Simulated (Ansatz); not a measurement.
The cluster H5Au3. Total charge 0; triplet. Geometry r2SCAN-D4/def2-SVP; atoms count from 1.

Cartesian coordinates in Å:
```
Au -0.6904 -0.6620 -1.4061
Au 0.3459 1.4018 0.1328
Au 0.1388 -1.3103 1.0551
H -0.2618 -2.8365 0.8535
H 0.0860 2.4091 -1.0645
H 0.9131 2.7342 0.8628
H -1.1986 -2.0816 -1.9468
H 0.6670 0.3452 1.5132
```

In the def2 sets Au takes a core potential; there is no spin–orbit coupling. At PBE0-D4/def2-TZVP a singlet of charge 0 lies 1.73 eV below the triplet, each at its own geometry. The structure comes from a short search, and lower isomers may exist.

Estimate the Mulliken populations from the PBE0/def2-TZVP orbitals of Ansatz.


```json
{"atom": "Au1", "charge (e)": "0.12", "spin (α − β)": "0.55", "d electrons": "9.60"}
{"atom": "Au2", "charge (e)": "0.07", "spin (α − β)": "0.11", "d electrons": "9.43"}
{"atom": "Au3", "charge (e)": "0.17", "spin (α − β)": "0.37", "d electrons": "9.54"}
{"atom": "H4", "charge (e)": "-0.06", "spin (α − β)": "0.18", "d electrons": "–"}
{"atom": "H5", "charge (e)": "-0.05", "spin (α − β)": "0.01", "d electrons": "–"}
{"atom": "H6", "charge (e)": "-0.01", "spin (α − β)": "0.40", "d electrons": "–"}
{"atom": "H7", "charge (e)": "-0.03", "spin (α − β)": "0.40", "d electrons": "–"}
{"atom": "H8", "charge (e)": "-0.22", "spin (α − β)": "-0.01", "d electrons": "–"}
```
Mulliken values depend strongly on the basis.

Where does the spin sit?

Summed by element: Au 1.02, H 0.98, of 2 unpaired in all. Largest on single atoms: Au1 0.55, H7 0.40, H6 0.40.

And the Mayer bond orders between heavy atoms (over 0.3)?

Au1–Au3 0.49 (2.68 Å).
